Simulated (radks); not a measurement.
Results of a calculation; reference values are marked as such.
Problem. The mean radii <r> (bohr) of the occupied orbitals of an atom or ion are listed with their occupations. Level of theory: Dirac Kohn-Sham, PBE, spin-unpolarised, spherical densities, point nucleus (a radial shooting solver on a logarithmic mesh with Libxc functionals).

| orbital | occ. | <r> |
|---|---|---|
| 1s1/2 | 2 | 0.02111 |
| 2s1/2 | 2 | 0.08921 |
| 2p1/2 | 2 | 0.07437 |
| 2p3/2 | 4 | 0.08143 |
| 3s1/2 | 2 | 0.2340 |
| 3p1/2 | 2 | 0.2237 |
| 3p3/2 | 4 | 0.2371 |
| 3d3/2 | 4 | 0.2096 |
| 3d5/2 | 6 | 0.2137 |
| 4s1/2 | 2 | 0.5283 |
| 4p1/2 | 2 | 0.5381 |
| 4p3/2 | 4 | 0.5679 |
| 4d3/2 | 4 | 0.5960 |
| 4d5/2 | 6 | 0.6061 |
| 5s1/2 | 2 | 1.170 |
| 5p1/2 | 0.333333 | 1.249 |
| 5p3/2 | 0.666667 | 1.307 |
| 4f5/2 | 3.42857 | 0.7077 |
| 4f7/2 | 4.57143 | 0.7139 |

Name the element and its charge. Open shells, if any, are shared by 2j + 1.

Solution. Z = 66, dysprosium, charge +9: Dy9+ in [Kr] 4d10 4f8 5s2 5p1. The 1s radius gives Z: for a bare nucleus <r> = (2 gamma + 1)/(2Z) with gamma = sqrt(1 - (Z/c)^2), 0.02085 bohr for Z = 66, and screening makes it slightly larger (0.02111 here). The occupations add up to 57, and the charge is Z minus that.
